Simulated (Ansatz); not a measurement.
# Telling isomers of C2H3FSiZn apart by their spectra

These gas-phase data were calculated for one isomer of C2H3FSiZn at PBE0-D3(BJ)/def2-SVP (harmonic, unscaled wavenumbers; equilibrium rotational constants with average atomic masses):

* rotational constants: 15.7, 1.006, 0.9555 GHz
* all wavenumbers above 1500 cm⁻¹: 3467, 2213, 2210, 2127

Candidates:

(1) `C#[C][Zn][SiH2]F`, a singlet
(2) `F[SiH2]C#[C][ZnH]`, a singlet
(3) `F[Si@@H]1C=[CH][Zn]1`, a singlet

Assign the data to one candidate and say why.

Candidate (1). The band at 3467 cm⁻¹ lies where the ≡C–H stretch is expected; (2), (3) have no mode between 3300 and 3560 cm⁻¹.

The same quantities for all candidates:

```
     rotational constants (GHz)  wavenumbers above 1500 cm⁻¹  E above the lowest, PBE0-D3(BJ)/def2-SVP (kcal/mol)
(1)         15.7, 1.006, 0.9555       3467, 2213, 2210, 2127                                                  4.8
(2)        15.8, 0.6351, 0.6151       2275, 2275, 2224, 1914                                                  0.0
(3)          4.854, 1.92, 1.515       3185, 3091, 2203, 1524                                                  4.6
```

Harmonic stretches to hydrogen usually lie a few per cent above observed fundamentals. Programs: Ansatz 0.2.0.
